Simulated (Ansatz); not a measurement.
C4H12BNO (SMILES CB(O)NC(C)C), singlet, geometry from GFN2-xTB, atoms displaced at random by about 0.03 Å a coordinate; HF/STO-3G, gradient (Ansatz, an electronic-structure program).

Here is a job for Ansatz.
Ansatz 0.2 input:
```yaml
crystal:
  periodic: [false, false, false]
  atoms:
    - {symbol: B, position_ang: [-0.30695931, 0.88364540, 1.06411379]}
    - {symbol: C, position_ang: [-0.24991152, -0.15063869, 2.21997944]}
    - {symbol: H, position_ang: [0.85854711, -0.60210588, 2.34252943]}
    - {symbol: H, position_ang: [-0.90231286, -0.94343305, 2.12513748]}
    - {symbol: H, position_ang: [-0.38509639, 0.35198470, 3.20785740]}
    - {symbol: N, position_ang: [-0.09805948, 0.40209770, -0.28027350]}
    - {symbol: C, position_ang: [0.28240899, -0.83834602, -0.77107690]}
    - {symbol: C, position_ang: [-0.86426619, -1.33450675, -1.75250635]}
    - {symbol: C, position_ang: [1.56682555, -0.82212637, -1.47991336]}
    - {symbol: H, position_ang: [-0.13224570, 1.23715373, -0.98743640]}
    - {symbol: H, position_ang: [0.27032600, -1.52451336, 0.07561706]}
    - {symbol: H, position_ang: [-0.66351312, -2.30129575, -2.08610050]}
    - {symbol: H, position_ang: [-1.86063292, -1.29367359, -1.21040230]}
    - {symbol: H, position_ang: [-0.88046742, -0.69640993, -2.64698457]}
    - {symbol: H, position_ang: [1.85396592, -1.87362872, -1.77075170]}
    - {symbol: H, position_ang: [1.58213545, -0.16440300, -2.34259435]}
    - {symbol: H, position_ang: [2.40052965, -0.52813585, -0.79785030]}
    - {symbol: O, position_ang: [-0.57657025, 2.21592213, 1.16656913]}
    - {symbol: H, position_ang: [-0.68187181, 2.45683047, 2.08415515]}
basis:
  gaussian:
    orbitals: STO-3G
hamiltonian:
  xc: hf
output: {forces: true}
```

The log (banner, timings and long lists left out):

```
Functional definition: HF
665 factors; integrals over basis functions are off by at most 7.8e-5 eV
mean field evaluation 1: about -8396.0989 eV, gradient 2.5e1 eV
mean field evaluation 2: about -8396.5001 eV, gradient 2.5e1 eV
mean field evaluation 4: about -8398.7571 eV, gradient 1.7e0 eV
mean field evaluation 8: about -8398.7675 eV, gradient 2.1e-5 eV
mean field -8398.76745813 eV, -308.6490111974 hartree, gradient 8.9e-5 eV, S^2 0.000000; 0 other end points of the search recorded, 0 dependent functions left out
the calculation of the forces begins
reference -8398.76745813 eV, -308.6490111974 hartree; 28, 28 occupied and 19, 19 virtual orbitals, 665 factors
Total energy: -8398.76745813 eV, -308.6490111974 hartree
Atom 0 at    -0.306959     0.883645     1.064114 Å, force     0.221337    -1.022208    -2.986832 eV/Å
Atom 1 at    -0.249912    -0.150639     2.219979 Å, force     6.057696     1.299219     3.707332 eV/Å
Atom 2 at     0.858547    -0.602106     2.342529 Å, force    -3.780889     1.345854    -0.854448 eV/Å
Atom 3 at    -0.902313    -0.943433     2.125137 Å, force    -1.836392    -2.069722    -0.210480 eV/Å
Atom 4 at    -0.385096     0.351985     3.207857 Å, force    -0.417273    -0.794794    -1.093809 eV/Å
Atom 5 at    -0.098059     0.402098    -0.280274 Å, force    -1.323343     8.693989     1.505498 eV/Å
Atom 6 at     0.282409    -0.838346    -0.771077 Å, force    -3.879445    -3.304263    -1.081705 eV/Å
Atom 7 at    -0.864266    -1.334507    -1.752506 Å, force    -0.973676     2.320101     1.498442 eV/Å
Atom 8 at     1.566826    -0.822126    -1.479913 Å, force     5.264216    -2.192824    -0.281046 eV/Å
Atom 9 at    -0.132246     1.237154    -0.987436 Å, force     0.230620    -3.167456     1.681119 eV/Å
Atom 10 at     0.270326    -1.524513     0.075617 Å, force     0.513982    -0.184803    -0.114101 eV/Å
Atom 11 at    -0.663513    -2.301296    -2.086101 Å, force     0.221450    -2.284002    -0.521094 eV/Å
Atom 12 at    -1.860633    -1.293674    -1.210402 Å, force     1.793309    -0.114532    -1.210006 eV/Å
Atom 13 at    -0.880467    -0.696410    -2.646985 Å, force    -0.274623    -0.113778     0.642535 eV/Å
Atom 14 at     1.853966    -1.873629    -1.770752 Å, force    -0.665499     1.706244    -0.133923 eV/Å
Atom 15 at     1.582135    -0.164403    -2.342594 Å, force    -0.154860    -0.111287    -0.063770 eV/Å
Atom 16 at     2.400530    -0.528136    -0.797850 Å, force    -1.064163     0.133022    -0.748786 eV/Å
Atom 17 at    -0.576570     2.215922     1.166569 Å, force     0.360082    -0.726123    -1.524270 eV/Å
Atom 18 at    -0.681872     2.456830     2.084155 Å, force    -0.292527     0.587363     1.789343 eV/Å
Dipole moment:     0.066876    -0.043021     0.128184 e Å
```
